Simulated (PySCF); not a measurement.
CH4BrGaO, singlet, at a GFN2-xTB geometry (such geometries of metal compounds can be far from the true shape); PySCF with PBE/cc-pVDZ, polarisability.

The PySCF input:
```python
from pyscf import gto, scf, dft
from pyscf.prop import polarizability

mol = gto.M(
    atom='''
Ga    0.52938246    0.52123927   -0.04001002
Br   -1.10593774   -1.09693141    0.09159657
C     0.52094922    2.19187114   -1.17525040
H     1.28946578    2.10262043   -1.94284415
H     0.75885295    3.04356963   -0.53900761
H    -0.45286851    2.33363426   -1.64468114
O     1.91527464    0.24956352    0.95494560
H     2.25362161   -0.39337718    1.57290099
''',
    basis='cc-pvdz',
    verbose=4,
)

mf = dft.RKS(mol)
mf.xc = 'pbe'
mf.kernel()
alpha = mf.Polarizability().polarizability()[2, 2]
print('alpha_zz =', alpha)
```

Problem. What does PySCF print? Leave out banner, timings and long lists.

Solution. 
```
site-packages/pyscf/prop/efg/rhf.py:45: UserWarning: Module EFG is under testing
  warnings.warn('Module EFG is under testing')
site-packages/pyscf/prop/efg/dhf.py:30: UserWarning: Module EFG is under testing
  warnings.warn('Module EFG is under testing')
site-packages/pyscf/prop/zfs/uhf.py:40: UserWarning: Module ZFS is under testing
  warnings.warn('Module ZFS is under testing')
site-packages/pyscf/prop/gtensor/uhf.py:43: UserWarning: Module g-tensor is under testing
  warnings.warn('Module g-tensor is under testing')
site-packages/pyscf/prop/gtensor/uks.py:41: UserWarning: Module g-tensor is under testing
  warnings.warn('Module g-tensor is under testing')
site-packages/pyscf/prop/hfc/uks.py:35: UserWarning: Module HFC is under testing
  warnings.warn('Module HFC is under testing')
site-packages/pyscf/prop/magnetizability/rhf.py:39: UserWarning: Module magnetizability is under testing
  warnings.warn('Module magnetizability is under testing')
site-packages/pyscf/prop/magnetizability/uhf.py:37: UserWarning: Module magnetizability is under testing
  warnings.warn('Module magnetizability is under testing')
site-packages/pyscf/prop/magnetizability/rks.py:37: UserWarning: Module magnetizability is under testing
  warnings.warn('Module magnetizability is under testing')
site-packages/pyscf/prop/magnetizability/uks.py:39: UserWarning: Module magnetizability is under testing
  warnings.warn('Module magnetizability is under testing')
site-packages/pyscf/prop/polarizability/uhf.py:34: UserWarning: Module polarizability is under testing
  warnings.warn('Module polarizability is under testing')
site-packages/pyscf/prop/polarizability/rks.py:29: UserWarning: Module polarizability is under testing
  warnings.warn('Module polarizability is under testing')
site-packages/pyscf/prop/polarizability/uks.py:29: UserWarning: Module polarizability is under testing
  warnings.warn('Module polarizability is under testing')
PySCF version 2.14.0

[INPUT] verbose = 4
[INPUT] num. atoms = 8
[INPUT] num. electrons = 84
[INPUT] charge = 0
[INPUT] spin (= nelec alpha-beta = 2S) = 0
[INPUT] symmetry False subgroup None
[INPUT] Mole.unit = angstrom
[INPUT] Symbol           X                Y                Z      unit          X                Y                Z       unit  Magmom
[INPUT]  1 Ga     0.529382460000   0.521239270000  -0.040010020000 AA    1.000387864549   0.984999465668  -0.075607980038 Bohr   0.0
[INPUT]  2 Br    -1.105937740000  -1.096931410000   0.091596570000 AA   -2.089919439420  -2.072899942333   0.173092431250 Bohr   0.0
[INPUT]  3 C      0.520949220000   2.191871140000  -1.175250400000 AA    0.984451350606   4.142036154938  -2.220901383786 Bohr   0.0
[INPUT]  4 H      1.289465780000   2.102620430000  -1.942844150000 AA    2.436737171199   3.973376756615  -3.671443346213 Bohr   0.0
[INPUT]  5 H      0.758852950000   3.043569630000  -0.539007610000 AA    1.434024244318   5.751513041744  -1.018576761956 Bohr   0.0
[INPUT]  6 H     -0.452868510000   2.333634260000  -1.644681140000 AA   -0.855797454340   4.409929626302  -3.107996916837 Bohr   0.0
[INPUT]  7 O      1.915274640000   0.249563520000   0.954945600000 AA    3.619344522925   0.471606703482   1.804585647858 Bohr   0.0
[INPUT]  8 H      2.253621610000  -0.393377180000   1.572900990000 AA    4.258727631301  -0.743375133854   2.972352092157 Bohr   0.0

nuclear repulsion = 515.769821551663
number of shells = 34
number of NR pGTOs = 234
number of NR cGTOs = 102
basis = cc-pvdz
ecp = {}

******** <class 'pyscf.dft.rks.RKS'> ********
method = RKS
initial guess = minao
damping factor = 0
level_shift factor = 0
DIIS = <class 'pyscf.scf.diis.CDIIS'>
diis_start_cycle = 1
diis_space = 8
diis_damp = 0
SCF conv_tol = 1e-09
SCF conv_tol_grad = None
SCF max_cycles = 50
direct_scf = True
direct_scf_tol = 1e-13
XC library pyscf.dft.libxc version 7.1.2
    S. Lehtola, C. Steigemann, M. J. T. Oliveira, and M. A. L. Marques,  SoftwareX 7, 1–5 (2018)
XC functionals = pbe
    J. P. Perdew, K. Burke, and M. Ernzerhof,  Phys. Rev. Lett. 77, 3865 (1996)
    J. P. Perdew, K. Burke, and M. Ernzerhof,  Phys. Rev. Lett. 78, 1396 (1997)
    J. P. Perdew, K. Burke, and M. Ernzerhof,  Phys. Rev. Lett. 77, 3865 (1996)
    J. P. Perdew, K. Burke, and M. Ernzerhof,  Phys. Rev. Lett. 78, 1396 (1997)
radial grids:
    Treutler-Ahlrichs [JCP 102, 346 (1995); DOI:10.1063/1.469408] (M4) radial grids

becke partition: Becke, JCP 88, 2547 (1988); DOI:10.1063/1.454033
pruning grids: <function nwchem_prune>
grids dens level: 3
symmetrized grids: False
atomic radii adjust function: <function treutler_atomic_radii_adjust>
small_rho_cutoff = 0
Set gradient conv threshold to 3.16228e-05
Initial guess from minao.
tot grids = 108760
init E= -4612.58295532709
  HOMO = -0.309026057660899  LUMO = -0.0888844807628528  gap/eV = 5.99036
cycle= 1 E= -4613.74168729763  delta_E= -1.16  |g|=    1  |ddm|= 2.44
  HOMO = -0.0860071934658455  LUMO = -0.000173258449530866  gap/eV = 2.33566
cycle= 2 E= -4611.57208559188  delta_E= 2.17  |g|= 2.97  |ddm|= 3.17
  HOMO = -0.199060508916821  LUMO = -0.0411435629376742  gap/eV = 4.29714
cycle= 3 E= -4613.87928830542  delta_E= -2.31  |g|= 0.489  |ddm|= 2.86
  HOMO = -0.247069318874446  LUMO = -0.0482406406334386  gap/eV = 5.41040
cycle= 4 E= -4613.940434456  delta_E= -0.0611  |g|= 0.246  |ddm|= 0.716
  HOMO = -0.248894529125464  LUMO = -0.0505385734465334  gap/eV = 5.39754
cycle= 5 E= -4613.95539865331  delta_E= -0.015  |g|= 0.0592  |ddm|= 0.235
  HOMO = -0.2412831994919  LUMO = -0.0473218587752335  gap/eV = 5.27796
cycle= 6 E= -4613.95645031141  delta_E= -0.00105  |g|= 0.0221  |ddm|= 0.0787
  HOMO = -0.243228952457165  LUMO = -0.0469066975908008  gap/eV = 5.34220
cycle= 7 E= -4613.95656957598  delta_E= -0.000119  |g|= 0.0079  |ddm|= 0.0254
  HOMO = -0.243033523346535  LUMO = -0.0474226415496931  gap/eV = 5.32284
cycle= 8 E= -4613.95658858451  delta_E= -1.9e-05  |g|= 0.00182  |ddm|= 0.00925
  HOMO = -0.242995538615278  LUMO = -0.0472963120418896  gap/eV = 5.32525
cycle= 9 E= -4613.95658945625  delta_E= -8.72e-07  |g|= 0.000324  |ddm|= 0.00171
  HOMO = -0.243037361477965  LUMO = -0.0473162744805896  gap/eV = 5.32584
cycle= 10 E= -4613.95658947726  delta_E= -2.1e-08  |g|= 5.87e-05  |ddm|= 0.000307
  HOMO = -0.243027178465447  LUMO = -0.0473117953709208  gap/eV = 5.32569
cycle= 11 E= -4613.95658947832  delta_E= -1.06e-09  |g|= 9.7e-06  |ddm|= 7.24e-05
  HOMO = -0.243027451275059  LUMO = -0.0473121286307776  gap/eV = 5.32569
cycle= 12 E= -4613.95658947835  delta_E= -3.64e-11  |g|= 8.35e-07  |ddm|= 1.1e-05
  HOMO = -0.243027376214595  LUMO = -0.0473120945396533  gap/eV = 5.32568
Extra cycle  E= -4613.95658947835  delta_E= 2.73e-12  |g|= 1.28e-06  |ddm|= 1.91e-06
converged SCF energy = -4613.95658947835
Isotropic polarizability 56.249392348
Polarizability anisotropy 15.1202106449
alpha_zz = 46.90940613007309
```
